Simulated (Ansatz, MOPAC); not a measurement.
Spectroscopic constants of LiN-, multiplicity 4 (lowest of 2S+1 = 2, 4 at CCSD(T)/def2-TZVPP on PBE0 minima; our sources give no spin for the ground state, which may be another).

Constants: fifth-degree fit in 1/R to seven points, most abundant isotopes. Runs in def2 and cc sets follow the lowest solution found near the PBE0 minimum.

Frozen-core correlation. CBS(a, b) extrapolates the correlation energy as X⁻³ and adds the Hartree–Fock energy of set b. The state that PM3 reach isn't checked.

The values were computed with Ansatz (a first-principles code); MOPAC for PM3 (differences of heats of formation). Values without a source in brackets are computed.

What bond length and harmonic frequency does PM3 give?

r_e = 1.885 Å, ω_e = 681 cm⁻¹.

What bond length and harmonic frequency does CCSD(T)/aug-cc-pVTZ give?

r_e = 1.949 Å, ω_e = 564 cm⁻¹.

What bond length and harmonic frequency does CCSD(T)/CBS(aug-cc-pVTZ, aug-cc-pVQZ) give?

r_e = 1.937 Å, ω_e = 579 cm⁻¹.
